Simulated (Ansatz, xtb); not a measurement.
## Relaxing a trial structure of C4H9AlO

The starting geometry of this gas-phase singlet was built from a drawn formula by distance geometry and a force field; its bonds are those of `C[CH2][AlH][CH2]C=O`.

| atom | x (Å) | y (Å) | z (Å) |
| --- | --- | --- | --- |
| C | 0.7150 | 2.2509 | -0.4157 |
| C | -0.4572 | 1.3670 | -0.7457 |
| C | 1.7316 | -1.1666 | 0.2686 |
| C | 1.9969 | -0.5584 | 1.5723 |
| Al | -0.0788 | -0.5471 | -0.4360 |
| O | 1.4168 | -0.9030 | 2.5221 |
| H | 0.5019 | 3.2971 | -0.6535 |
| H | 1.0424 | 2.1321 | 0.6835 |
| H | 1.6284 | 1.9634 | -1.0452 |
| H | -0.7180 | 1.5210 | -1.8153 |
| H | -1.3499 | 1.6384 | -0.1203 |
| H | -1.2221 | -1.6728 | -0.7384 |
| H | 1.7194 | -2.2476 | 0.3000 |
| H | 2.4976 | -0.8162 | -0.4964 |
| H | 2.7958 | 0.1910 | 1.6489 |

Q: Predict what it relaxes into with r2SCAN-D4/def2-SVP.

A: A new bond forms, giving a structure given below by its coordinates. Distances that change by over a tenth: C3–Al5 (2.04 → 2.33 Å), C4–Al5 (2.89 → 2.28 Å), C4–O6 (1.17 → 1.31 Å). Contacts that close: Al5–O6 (3.33 → 1.84 Å).

The energy falls by 1.16 eV over 24 steps:

| step | E − E(last) (eV) |
| --- | --- |
| 1 | 1.155 |
| 4 | 0.770 |
| 6 | 0.749 |
| 9 | 0.674 |
| 11 | 0.319 |
| 14 | 0.039 |
| 16 | 0.008 |
| 19 | 0.001 |
| 21 | 0.000 |
| 24 | 0.000 |

Final geometry (Å):

| atom | x (Å) | y (Å) | z (Å) |
| --- | --- | --- | --- |
| C | 0.7244 | 2.2973 | -0.2364 |
| C | -0.3601 | 1.2797 | -0.6057 |
| C | 2.0626 | -1.2664 | 0.0085 |
| C | 1.9145 | -0.5162 | 1.1531 |
| Al | -0.1387 | -0.5066 | 0.1678 |
| O | 0.7601 | -0.4663 | 1.7784 |
| H | 0.5425 | 3.2897 | -0.6838 |
| H | 0.7923 | 2.4416 | 0.8552 |
| H | 1.7216 | 1.9702 | -0.5784 |
| H | -0.4433 | 1.1849 | -1.7055 |
| H | -1.3540 | 1.6526 | -0.2869 |
| H | -1.1046 | -1.7408 | -0.0831 |
| H | 1.4438 | -2.1648 | -0.1352 |
| H | 2.9533 | -1.1808 | -0.6171 |
| H | 2.7056 | 0.1749 | 1.4978 |

From the same start GFN2-xTB ends elsewhere, differing in C3–Al5 (3.87 against 2.33 Å here), C4–Al5 (3.00 against 2.28 Å here).

The end wasn't checked by frequencies. Run with Ansatz 0.2.0, 99 s on 2 threads of Arm Neoverse V2, on a shared host.
